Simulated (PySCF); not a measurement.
C₅H₉ClOS.
Cartesian coordinates in Å at the GFN2-xTB level; atoms count from 1:
```xyz
17
C5H9ClOS angstrom
C     -0.680   -1.902   -0.215
C      0.159   -0.678   -0.218
C      1.306   -0.511    0.427
C      2.114    0.735    0.392
Cl     1.693    1.775    1.808
S     -0.485    0.674   -1.292
C     -1.543    1.382    0.047
O     -1.405    0.027   -2.227
H     -1.387   -1.878    0.615
H     -0.077   -2.802   -0.125
H     -1.248   -1.936   -1.145
H      1.680   -1.298    1.070
H      3.179    0.529    0.485
H      1.912    1.333   -0.495
H     -2.258    0.635    0.370
H     -0.903    1.693    0.864
H     -2.065    2.237   -0.371
```

Computed with TDDFT PBE0/def2-SVPD, vertical, gas phase, core orbitals frozen in the response (PySCF 2.14.0, density-fitted response routines).

Each state is given a Gaussian of 0.3 eV full width at half maximum, with ε(max) = 2.175×10⁸ f / Δν̃ (Δν̃ the width in cm⁻¹). The cross-section is σ = 3.8235×10⁻²¹ ε cm², given in Mb (10⁻¹⁸ cm²). The width is an assumption, not a result. The curve ends short of the highest state used, and states not computed would add to its high-energy end.

| E (eV) | σ (Mb) |
| --- | --- |
| 4.15 | 0.02 |
| 4.19 | 0.05 |
| 4.22 | 0.10 |
| 4.26 | 0.23 |
| 4.29 | 0.42 |
| 4.33 | 0.87 |
| 4.37 | 1.60 |
| 4.40 | 2.39 |
| 4.44 | 3.72 |
| 4.48 | 5.26 |
| 4.51 | 6.39 |
| 4.55 | 7.60 |
| 4.58 | 8.11 |
| 4.62 | 8.12 |
| 4.66 | 7.36 |
| 4.69 | 6.41 |
| 4.73 | 4.89 |
| 4.76 | 3.74 |
| 4.80 | 2.40 |
| 4.84 | 1.40 |
| 4.87 | 0.87 |
| 4.91 | 0.43 |
| 4.94 | 0.23 |
| 4.98 | 0.10 |
| 5.02 | 0.04 |
| 5.05 | 0.02 |
| 5.09 | 0.01 |
| 5.12 | 0.00 |
| 5.16 | 0.00 |
| 5.20 | 0.00 |
| 5.23 | 0.01 |
| 5.27 | 0.03 |
| 5.31 | 0.07 |
| 5.34 | 0.13 |
| 5.38 | 0.27 |
| 5.41 | 0.45 |
| 5.45 | 0.79 |
| 5.49 | 1.27 |
| 5.52 | 1.71 |
| 5.56 | 2.37 |
| 5.59 | 2.89 |
| 5.63 | 3.62 |
| 5.67 | 4.46 |
| 5.70 | 5.29 |

(1) Where are the band maxima, and which computed states make them?

(2) Coming from long wavelengths, where does ε first pass 100 L mol⁻¹ cm⁻¹?

(3) On this curve, what absorbance would a 10⁻³ mol/L sample give at 248 nm over a 1 cm path?

Answers

(1) 269 nm (4.60 eV), ε about 2100, made up of S1 (100%) (ε in L mol⁻¹ cm⁻¹; maxima over ε = 5, shares over 10%). At its high-energy end, 5.70 eV, the curve is still rising (ε about 1400, from S2, S3 and S4). The states used: S1 4.60 eV (f 0.024); S2 5.66 eV (f 0.0086); S3 5.92 eV (f 0.026); S4 6.04 eV (f 0.058); S5 6.17 eV (f 0.131); S6 6.30 eV (f 0.0015).

(2) At about 289 nm (4.28 eV), 0.32 eV below S1.

(3) 248 nm is 4.999 eV, where ε is about 16 L mol⁻¹ cm⁻¹, so A = ε c l ≈ 0.016 (Beer–Lambert, with the gas-phase spectrum and the assumed width).

On Intel Xeon Platinum 8488C, one thread, no GPU, shared host with 192 logical CPUs at a one-minute load of 101, this took 67 s wall and 0.99 GiB of memory at its peak.

One conformer stands for the species.
